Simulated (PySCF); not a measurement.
Harmonic spectrum computed at PBE0 in the def2-TZVP basis family (core potentials from Rb on, PySCF, no spin–orbit coupling):

| ω (cm⁻¹) | IR (km/mol) |
| --- | --- |
| 109 | 3.2 |
| 257 | 28.4 |
| 1034 | 185 |

Task: Which molecule gave it? In each, all ligands are bound to the one heavy central atom.
A. HfOBr (doublet)
B. ZrOBr (doublet)
C. WOBr (quartet)
D. TaOBr (triplet)

Result: C. It has Cs symmetry with W–Br 2.453 Å, W–O 1.688 Å.
